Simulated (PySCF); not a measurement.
CH₂I₂, SMILES ICI. Atoms are numbered in the order given.

```xyz
5

I     -1.8115     0.0000     0.0904
C      0.0000     0.0000    -1.0433
I      1.8115     0.0000     0.0904
H      0.0000     0.9029    -1.6617
H      0.0000    -0.9029    -1.6617
```
Charge 0, spin multiplicity 1.

The structure is a stationary point at PBE0-D3(BJ)/def2-SVP. The def2 effective core potentials stand for the cores of I; spin–orbit coupling is left out.

Method: TDA-B3LYP/def2-SVPD (PySCF).

Vertical excitations.  State labels are in the subgroup C2v.

Task: Estimate the UV-visible absorptions. (The exact figures need the calculation; the answer reports its results.)

Result: 
| state | symmetry | energy (eV) | λ (nm) | f | main pairs |
|---|---|---|---|---|---|
| S1 | B1 | 4.09 | 303 | 0.044 | HOMO→LUMO 96 % |
| S2 | B2 | 4.15 | 299 | 0.000 | HOMO−1→LUMO 99 % |
| S3 | A2 | 4.30 | 288 | 0.000 | HOMO−2→LUMO 99 % |
| S4 | A1 | 4.53 | 274 | 0.000 | HOMO−3→LUMO 98 % |
| S5 | A1 | 5.28 | 235 | 0.003 | HOMO→LUMO+1 98 % |
| S6 | A2 | 5.46 | 227 | 0.000 | HOMO−1→LUMO+1 98 % |
| S7 | B2 | 5.64 | 220 | 0.005 | HOMO−2→LUMO+1 99 % |
| S8 | B1 | 5.90 | 210 | 0.060 | HOMO−3→LUMO+1 90 % |
| S9 | B1 | 6.44 | 192 | 0.150 | HOMO→LUMO+2 94 % |
| S10 | B2 | 6.64 | 187 | 0.120 | HOMO−1→LUMO+2 98 % |
| T1 | B1 | 3.46 | 358 | 0 | HOMO→LUMO 97 % |
| T2 | B2 | 3.69 | 336 | 0 | HOMO−1→LUMO 94 % |
| T3 | A2 | 3.82 | 324 | 0 | HOMO−2→LUMO 91 % |
| T4 | A1 | 3.94 | 314 | 0 | HOMO−3→LUMO 90 % |
Triplets are in the Tamm–Dancoff approximation.
